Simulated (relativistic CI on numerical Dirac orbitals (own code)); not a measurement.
Calculated at this level of theory: Dirac-Coulomb-Breit CI, separate exchange-only KLI orbitals for each configuration, QED by a radiative potential, unscaled Slater integrals (own radial code, finite nucleus).

The strongest absorption lines from the ground level of an ion, among the configurations computed and to levels below about 17900 eV (vacuum wavelength in nm, gf): 0.07289 (0.23), 0.09298 (0.21), 0.09301 (0.27), 0.09328 (0.12), 0.09428 (1.1), 0.09744 (0.4), 0.53436 (0.39), 0.53479 (0.21).

(1) Which ion is it?
A. Au74+
B. Au76+
C. Au72+
D. Ho62+

## Answers

(1) A. Au74+ has 5 electrons and the ground level 2s2 2p 2P°_1/2; the strongest line goes to 2s2 3d 2D_3/2. The pattern of lines fixes the number of electrons, and along that sequence the line energies rise steadily with the charge (about as its square where n changes within one kind of shell, about linearly where n is kept but much faster in heavy ions where fine structure, which grows about as Z⁴, sets the gap, and irregularly where shells cross), which fixes Z. Configurations outside the model, such as inner-shell arrays, can give stronger lines. At this charge energies of transitions that change n are usually good to better than 1 %, and those within a shell (Δn = 0) to a few per cent.

LS names give the leading component of a level, which can be under half, so a name can repeat, a term be missing and a line seem to break the LS rules.
